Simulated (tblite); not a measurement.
Species: C7H14BNO.
Cartesian coordinates in Å at the GFN2-xTB level; atoms count from 1:
```
atom  x, y, z in Å
C1    -0.5539   -2.0157   -1.8822
C2    -1.2634   -0.9166   -1.6858
C3    -2.6980   -0.7837   -2.0861
C4    -0.6818    0.3112   -1.0293
O5    -1.4637    0.6905    0.0629
B6    -1.1661    1.9251    0.7268
N7     0.1089    1.5888    1.5902
C8     1.0023    0.9331    1.8937
C9     2.1318    0.1376    2.2805
C10    3.0462   -0.1436    1.0836
H11   -0.9740   -2.8841   -2.3617
H12    0.4783   -2.0944   -1.5816
H13   -3.1009   -1.7294   -2.4391
H14   -3.2706   -0.4356   -1.2287
H15   -2.7962   -0.0378   -2.8748
H16    0.3577    0.1035   -0.7133
H17   -0.6370    1.1298   -1.7706
H18   -2.0071    2.1888    1.5165
H19   -0.7836    2.8260    0.0373
H20    2.6811    0.6724    3.0609
H21    1.7599   -0.8007    2.7029
H22    3.4059    0.7856    0.6483
H23    2.5109   -0.6998    0.3176
H24    3.9016   -0.7313    1.4066
```

Computed with GFN2-xTB (tblite): harmonic, unscaled wavenumbers at the GFN2-xTB geometry, gas phase. The method is semi-empirical: single wavenumbers can be off by several per cent or more. Modes of hydrogen on boron can be 10 to 20 % off. One conformer, not necessarily the lowest. The optimisation stopped once no atom felt more than 0.01 eV/Å.

Lowest wavenumbers of the output (negative numbers stand for imaginary wavenumbers):
```
mode    cm-1
  1     -23.6
  2      19.1
  3      31.5
  4      62.2
  5      91.0
  6     120.2
  7     144.5
  8     173.3
  9     196.4
 10     236.2
```

Is this structure a minimum?

Not by this Hessian. 1 mode is imaginary beyond 20i (24i cm⁻¹), so at this level the point lies at or near a first-order saddle. The curvature is small, so loose convergence or finite differences may be the whole cause.

Which atoms move in the imaginary mode?

24i: C10 (methyl carbon) 29 %, H23 (methyl hydrogen) 10 %. These are shares of the mass-weighted motion.

What is the remedy?

Step along that mode in both directions, optimise again with tighter thresholds and repeat the frequencies. The zero-point energy of this point (123.1 kcal/mol) counts the 65 real modes alone, and thermal corrections from it aren't those of a minimum.
